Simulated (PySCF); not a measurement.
PySCF input (HF/def2-TZVPD):

```python
from pyscf import gto, scf, dft

mol = gto.M(
    atom='''
    C    -2.22231308   -0.11713259   -0.57264292
    C    -1.09245782   -0.62128850   -0.15998845
    C     0.24645936   -0.22082959   -0.68769343
    Cl    1.28299656    0.46535878    0.63620203
    H    -3.27700219   -0.23250955   -0.38409267
    H    -1.08584117   -1.38963552    0.61730499
    H     0.16493899    0.54322610   -1.45422087
    H     0.79683194   -1.07667620   -1.07247715
    ''',
    basis='def2-tzvpd',
    charge=0,
    spin=1,
    verbose=4,
)

mf = scf.UHF(mol).density_fit(auxbasis='def2-universal-jkfit')
mf.conv_tol = 1e-9
mf.max_cycle = 100
mf.max_memory = 1500
mf.kernel()
if not mf.converged:
    mf = mf.newton()
    mf.kernel(mf.make_rdm1())
for _ in range(2):
    mo, _, stable, _ = mf.stability(return_status=True)
    if stable:
        break
    mf.kernel(mf.make_rdm1(mo, mf.mo_occ))
mf.analyze()
```

Output:

```
PySCF version 2.14.0

[INPUT] verbose = 4
[INPUT] num. atoms = 8
[INPUT] num. electrons = 39
[INPUT] charge = 0
[INPUT] spin (= nelec alpha-beta = 2S) = 1
[INPUT] symmetry False subgroup None
[INPUT] Mole.unit = angstrom
[INPUT] Symbol           X                Y                Z      unit          X                Y                Z       unit  Magmom
[INPUT]  1 C     -2.222313080000  -0.117132590000  -0.572642920000 AA   -4.199563084239  -0.221348515361  -1.082138285971 Bohr   0.0
[INPUT]  2 C     -1.092457820000  -0.621288500000  -0.159988450000 AA   -2.064446082439  -1.174065109342  -0.302334353594 Bohr   0.0
[INPUT]  3 C      0.246459360000  -0.220829590000  -0.687693430000 AA    0.465740691236  -0.417307445300  -1.299552240363 Bohr   0.0
[INPUT]  4 Cl     1.282996560000   0.465358780000   0.636202030000 AA    2.424512117159   0.879400643862   1.202247596592 Bohr   0.0
[INPUT]  5 H     -3.277002190000  -0.232509550000  -0.384092670000 AA   -6.192636648700  -0.439379370846  -0.725829952753 Bohr   0.0
[INPUT]  6 H     -1.085841170000  -1.389635520000   0.617304990000 AA   -2.051942426077  -2.626030545768   1.166537366427 Bohr   0.0
[INPUT]  7 H      0.164938990000   0.543226100000  -1.454220870000 AA    0.311689518362   1.026548552716  -2.748079168927 Bohr   0.0
[INPUT]  8 H      0.796831940000  -1.076676200000  -1.072477150000 AA    1.505794133906  -2.034623142837  -2.026688088354 Bohr   0.0

nuclear repulsion = 134.723145932286
number of shells = 75
number of NR pGTOs = 272
number of NR cGTOs = 193
basis = def2-tzvpd
ecp = {}

******** <class 'pyscf.df.df_jk.DFUHF'> ********
method = DFUHF
initial guess = minao
damping factor = 0
level_shift factor = 0
DIIS = <class 'pyscf.scf.diis.CDIIS'>
diis_start_cycle = 1
diis_space = 8
diis_damp = 0
SCF conv_tol = 1e-09
SCF conv_tol_grad = None
SCF max_cycles = 100
direct_scf = False
number electrons alpha = 20  beta = 19
Set gradient conv threshold to 3.16228e-05
******** <class 'pyscf.df.df.DF'> ********
auxbasis = def2-universal-jkfit
init E= -575.876517865592
  alpha nocc = 20  HOMO = -0.130520314442261  LUMO = 0.0283707780160967
  beta  nocc = 19  HOMO = -0.269772569137277  LUMO = -0.130520314442276

WARN: HOMO -0.130520314442261 >= LUMO -0.130520314442276

cycle= 1 E= -575.307500798091  delta_E= 0.569  |g|= 0.324  |ddm|=  2.1
  alpha nocc = 20  HOMO = -0.407826468403016  LUMO = 0.0660410099500822
  beta  nocc = 19  HOMO = -0.412240468040299  LUMO = 0.00841300226044339
  HOMO = -0.407826468403  LUMO = 0.00841300226044  gap/eV = 11.32645
cycle= 2 E= -575.37845412043  delta_E= -0.071  |g|= 0.174  |ddm|=  1.2
  alpha nocc = 20  HOMO = -0.392005039798567  LUMO = 0.073848217275577
  beta  nocc = 19  HOMO = -0.388405269383615  LUMO = 0.0471064575133924
  HOMO = -0.388405269384  LUMO = 0.0471064575134  gap/eV = 11.85088
cycle= 3 E= -575.394903596972  delta_E= -0.0164  |g|= 0.0528  |ddm|= 0.276
  alpha nocc = 20  HOMO = -0.395591717959841  LUMO = 0.0746877165818947
  beta  nocc = 19  HOMO = -0.385021894753603  LUMO = 0.0575436355183345
[...]
  beta  nocc = 19  HOMO = -0.393589395482881  LUMO = 0.0594091320342973
  HOMO = -0.393589395483  LUMO = 0.0594091320343  gap/eV = 12.32672
Extra cycle  E= -575.402697275572  delta_E= -2.34e-11  |g|= 2.66e-06  |ddm|= 9.73e-06
converged SCF energy = -575.402697275572  <S^2> = 0.93299699  2S+1 = 2.1753133
uhf_internal: lowest eigs of H = [0.15994893 0.32796797 0.37317258]
<class 'pyscf.df.df_jk.DFUHF'> wavefunction is stable in the internal stability analysis
**** SCF Summaries ****
Total Energy =                        -575.402697275571654
Nuclear Repulsion Energy =             134.723145932286059
One-electron Energy =                -1058.257086884985029
Two-electron Energy =                  348.131243677127372
Two-electron Coulomb Energy =          392.679143041605755
DFT Exchange-Correlation Energy =      -44.547899364478383
HOMO-LUMO gap [eV] =                    12.326717798761521
**** MO energy ****
                             alpha | beta                alpha | beta
MO #1   energy= -104.821522405432  | -104.822072579418  occ= 1 | 1
MO #2   energy= -11.30530161268    | -11.3021216280074  occ= 1 | 1
MO #3   energy= -11.2684182075145  | -11.2586278999283  occ= 1 | 1
MO #4   energy= -11.2460150422964  | -11.2337364654685  occ= 1 | 1
MO #5   energy= -10.5491918454164  | -10.5497409157957  occ= 1 | 1
MO #6   energy= -8.0155101665877   | -8.01733546111303  occ= 1 | 1
MO #7   energy= -8.01474265293772  | -8.01514028944682  occ= 1 | 1
MO #8   energy= -8.01462628226098  | -8.01503925240742  occ= 1 | 1
MO #9   energy= -1.14179560136472  | -1.14263129082238  occ= 1 | 1
MO #10  energy= -1.06562818791663  | -1.0452233819829   occ= 1 | 1
MO #11  energy= -0.924836928440218 | -0.894313846202191 occ= 1 | 1
MO #12  energy= -0.773210623583147 | -0.737989792797691 occ= 1 | 1
MO #13  energy= -0.682945257375323 | -0.67015717693511  occ= 1 | 1
MO #14  energy= -0.614381371112887 | -0.606924983953306 occ= 1 | 1
MO #15  energy= -0.593836220569621 | -0.574229250410747 occ= 1 | 1
MO #16  energy= -0.544880305225938 | -0.548602282380985 occ= 1 | 1
MO #17  energy= -0.445593953283692 | -0.44341806176834  occ= 1 | 1
MO #18  energy= -0.43705006983557  | -0.436660969181575 occ= 1 | 1
MO #19  energy= -0.41740836547691  | -0.393589395482881 occ= 1 | 1
MO #20  energy= -0.410156779785804 | 0.0594091320342973 occ= 1 | 0
MO #21  energy= 0.0698054262109861 | 0.0757295211314485 occ= 0 | 0
MO #22  energy= 0.0762667747780027 | 0.0843050659004879 occ= 0 | 0
MO #23  energy= 0.0863126896513624 | 0.0867983235536029 occ= 0 | 0
MO #24  energy= 0.0880360198095304 | 0.0971728188555745 occ= 0 | 0
MO #25  energy= 0.110226513076042  | 0.112699611501084  occ= 0 | 0
MO #26  energy= 0.119145303804088  | 0.131985926019946  occ= 0 | 0
MO #27  energy= 0.132299771483678  | 0.14205199395253   occ= 0 | 0
MO #28  energy= 0.160330711129886  | 0.159614006781067  occ= 0 | 0
MO #29  energy= 0.165696264590462  | 0.171214227064218  occ= 0 | 0
MO #30  energy= 0.173882805858574  | 0.186270094580405  occ= 0 | 0
MO #31  energy= 0.196212584691845  | 0.197197096435756  occ= 0 | 0
MO #32  energy= 0.212034712074083  | 0.216812685315824  occ= 0 | 0
MO #33  energy= 0.216215405269467  | 0.230386634061116  occ= 0 | 0
MO #34  energy= 0.224884417355169  | 0.233346421074939  occ= 0 | 0
MO #35  energy= 0.245905151981173  | 0.254972437782061  occ= 0 | 0
MO #36  energy= 0.269497346035106  | 0.272517503759141  occ= 0 | 0
MO #37  energy= 0.277871370149619  | 0.280380087848495  occ= 0 | 0
MO #38  energy= 0.287574862042428  | 0.292338764035702  occ= 0 | 0
MO #39  energy= 0.294393966378671  | 0.303510700850691  occ= 0 | 0
MO #40  energy= 0.314258041149597  | 0.320895162836056  occ= 0 | 0
MO #41  energy= 0.323054660383221  | 0.327406316902392  occ= 0 | 0
MO #42  energy= 0.326250110035999  | 0.328590315298851  occ= 0 | 0
MO #43  energy= 0.32951901318984   | 0.329798929362898  occ= 0 | 0
MO #44  energy= 0.338631321309549  | 0.341765527727895  occ= 0 | 0
MO #45  energy= 0.340962543559964  | 0.347521794277409  occ= 0 | 0
MO #46  energy= 0.359761020507899  | 0.364368551233548  occ= 0 | 0
MO #47  energy= 0.367578920927848  | 0.366775563557748  occ= 0 | 0
MO #48  energy= 0.375194726866114  | 0.380131918990838  occ= 0 | 0
MO #49  energy= 0.382819334884072  | 0.38705162009489   occ= 0 | 0
MO #50  energy= 0.389022410477744  | 0.395454883275024  occ= 0 | 0
MO #51  energy= 0.397372001683223  | 0.398816315726444  occ= 0 | 0
MO #52  energy= 0.414845316385755  | 0.414069822111682  occ= 0 | 0
MO #53  energy= 0.420635056236133  | 0.420333632678028  occ= 0 | 0
MO #54  energy= 0.430058968253636  | 0.431068379075691  occ= 0 | 0
MO #55  energy= 0.441804639424983  | 0.444970690251168  occ= 0 | 0
MO #56  energy= 0.456917688931511  | 0.458043693918104  occ= 0 | 0
MO #57  energy= 0.463704719284702  | 0.466517778169295  occ= 0 | 0
MO #58  energy= 0.469565556910303  | 0.471573785627029  occ= 0 | 0
MO #59  energy= 0.487837381405734  | 0.491426494690305  occ= 0 | 0
MO #60  energy= 0.4952887423659    | 0.498188978489574  occ= 0 | 0
MO #61  energy= 0.514422553921398  | 0.517392287618152  occ= 0 | 0
MO #62  energy= 0.525012761667826  | 0.531792199014788  occ= 0 | 0
MO #63  energy= 0.538749301279247  | 0.541567040160312  occ= 0 | 0
MO #64  energy= 0.547543150116914  | 0.551222626530529  occ= 0 | 0
MO #65  energy= 0.554693853192523  | 0.560544855624317  occ= 0 | 0
MO #66  energy= 0.575918888581361  | 0.577122472110499  occ= 0 | 0
MO #67  energy= 0.580201794246142  | 0.595119026565276  occ= 0 | 0
MO #68  energy= 0.618977222493506  | 0.624305386154119  occ= 0 | 0
MO #69  energy= 0.6373519733801    | 0.643802619773703  occ= 0 | 0
MO #70  energy= 0.654347238025547  | 0.681080575530143  occ= 0 | 0
MO #71  energy= 0.683197095682939  | 0.685257533140283  occ= 0 | 0
MO #72  energy= 0.690396732373844  | 0.703540948434388  occ= 0 | 0
MO #73  energy= 0.71754195849519   | 0.716845469001826  occ= 0 | 0
MO #74  energy= 0.732092601504284  | 0.736536172326162  occ= 0 | 0
MO #75  energy= 0.749277036735722  | 0.764387163439135  occ= 0 | 0
MO #76  energy= 0.776103455789512  | 0.777780362617124  occ= 0 | 0
MO #77  energy= 0.796335031115163  | 0.80011930867097   occ= 0 | 0
MO #78  energy= 0.803409779483479  | 0.810507357698328  occ= 0 | 0
MO #79  energy= 0.825873375258931  | 0.826409223713195  occ= 0 | 0
MO #80  energy= 0.836001155038845  | 0.838287822064232  occ= 0 | 0
MO #81  energy= 0.84509360415409   | 0.848756177839244  occ= 0 | 0
MO #82  energy= 0.856662588538145  | 0.862566188461931  occ= 0 | 0
MO #83  energy= 0.862883958773032  | 0.866202040753994  occ= 0 | 0
MO #84  energy= 0.896347985383248  | 0.900175772512318  occ= 0 | 0
MO #85  energy= 0.904728839292461  | 0.910635875712913  occ= 0 | 0
MO #86  energy= 0.921843043002324  | 0.926937132102317  occ= 0 | 0
MO #87  energy= 0.938214029335125  | 0.945276669275257  occ= 0 | 0
MO #88  energy= 0.971551030237738  | 0.979041963117732  occ= 0 | 0
MO #89  energy= 0.983796892262714  | 0.986117441730985  occ= 0 | 0
MO #90  energy= 0.986197698794063  | 1.00734259120947   occ= 0 | 0
MO #91  energy= 1.02251103988143   | 1.0345261016898    occ= 0 | 0
MO #92  energy= 1.06673518554014   | 1.07119152090626   occ= 0 | 0
MO #93  energy= 1.08737941903724   | 1.09490911449189   occ= 0 | 0
MO #94  energy= 1.09608385446194   | 1.12195674601594   occ= 0 | 0
MO #95  energy= 1.18323554442534   | 1.2035578483248    occ= 0 | 0
MO #96  energy= 1.19973648312608   | 1.21884007725018   occ= 0 | 0
MO #97  energy= 1.2553371548859    | 1.27098113493326   occ= 0 | 0
MO #98  energy= 1.2799548780818    | 1.28816314922955   occ= 0 | 0
MO #99  energy= 1.36560157869845   | 1.37160627471458   occ= 0 | 0
MO #100 energy= 1.37987417888743   | 1.39654369829087   occ= 0 | 0
MO #101 energy= 1.43477683351537   | 1.43467791287238   occ= 0 | 0
MO #102 energy= 1.4826028964367    | 1.48929190654117   occ= 0 | 0
MO #103 energy= 1.53163036541541   | 1.53360657707309   occ= 0 | 0
MO #104 energy= 1.58686711769788   | 1.59126228695606   occ= 0 | 0
[...]
```

It need not be the lowest isomer of its formula.

The determinant is spin-contaminated: <S^2> is 0.93 against 0.75 for a pure state.
